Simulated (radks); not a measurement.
Sb III, configuration [Kr] 4d10 5s2 5p1. Method: non-relativistic Kohn-Sham, LB94 model potential, spin-polarised, spherical densities, point nucleus; open shells are filled with parallel spins first (spin-orbit coupling, left out, can overturn this in heavy ions); relativity is left out, which matters for an element this heavy; computed with a radial shooting solver on a logarithmic mesh with Libxc functionals.

Radial electron density D(r) = 4 pi r^2 rho(r):

r (bohr),D(r) (e/bohr),spin D(r)
0.001732,2.953,-0.00000756
0.002,3.832,-0.00000960
0.002309,4.953,-0.0000120
0.002667,6.369,-0.0000149
0.00308,8.145,-0.0000179
0.003557,10.35,-0.0000208
0.004076,12.88,-0.0000228
0.004707,16.12,-0.0000228
0.005436,19.96,-0.0000184
0.006278,24.44,-0.00000546
0.00725,29.54,0.0000227
0.008373,35.16,0.0000770
0.009593,40.81,0.000168
0.01108,46.88,0.000331
0.01279,52.68,0.000602
0.01478,57.74,0.00104
0.01707,61.58,0.00171
0.01971,63.78,0.00273
0.02276,64.11,0.00422
0.02608,62.83,0.00617
0.03012,60.34,0.00889
0.03478,57.71,0.0123
0.04017,56.30,0.0163
0.04639,57.37,0.0205
0.05357,61.57,0.0240
0.06138,67.98,0.0259
0.07088,75.67,0.0253
0.08186,81.66,0.0215
0.09454,83.34,0.0151
0.1092,79.63,0.00837
0.1261,71.94,0.00561
0.1445,64.34,0.0105
0.1668,59.87,0.0253
0.1927,61.04,0.0458
0.2225,65.86,0.0618
0.257,69.12,0.0614
0.2968,65.76,0.0406
0.34,55.42,0.0130
0.3927,40.57,-0.000585
0.4535,27.94,0.0237
0.5238,21.94,0.0833
0.6049,22.12,0.144
0.6986,24.39,0.163
0.8068,24.67,0.121
0.9243,21.80,0.0516
1.067,16.60,0.00597
1.233,11.23,0.0428
1.424,7.121,0.170
1.644,4.549,0.338
1.899,3.067,0.475
2.176,2.173,0.524
2.512,1.450,0.477
2.902,0.8670,0.357
3.351,0.4423,0.218
3.87,0.1855,0.106
4.469,0.06194,0.0405
5.121,0.01734,0.0126
5.914,0.003391,0.00272
6.83,0.0004770,0.000414

D(r) has 4 maxima, at r = 0.0217, 0.0923, 0.259, 0.763 bohr, and minima at 0.0408, 0.174, 0.558 bohr, inside which lie 2.01, 11.37, 29.12 electrons.
